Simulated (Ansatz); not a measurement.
[As7]3- (As7³⁻). Charge -3, multiplicity 1. Geometry relaxed at r2SCAN-D4/def2-SVPD.

```csv
atom,x (Å),y (Å),z (Å)
As1,0.091,1.833,0.533
As2,0.553,0.158,2.262
As3,0.281,-1.808,0.982
As4,1.008,-1.150,-1.405
As5,1.622,1.126,-1.245
As6,-1.497,-1.205,-0.788
As7,-2.059,1.045,-0.339
```

A multiply charged anion in the gas phase is held together partly by the finite basis.

Q: Estimate the harmonic wavenumbers at RKS r2SCAN-D4/def2-SVPD (Ansatz, unscaled). Is this a minimum?

A: 103, 104, 104, 144, 144, 155, 155, 173, 213, 214, 214, 221, 260, 269, 269 cm⁻¹. Yes, no mode is imaginary beyond noise. Zero-point energy 16.4 kJ/mol. Run time 5.5 min (4 threads of Intel Xeon on a shared host), peak host memory 0.81 GiB.
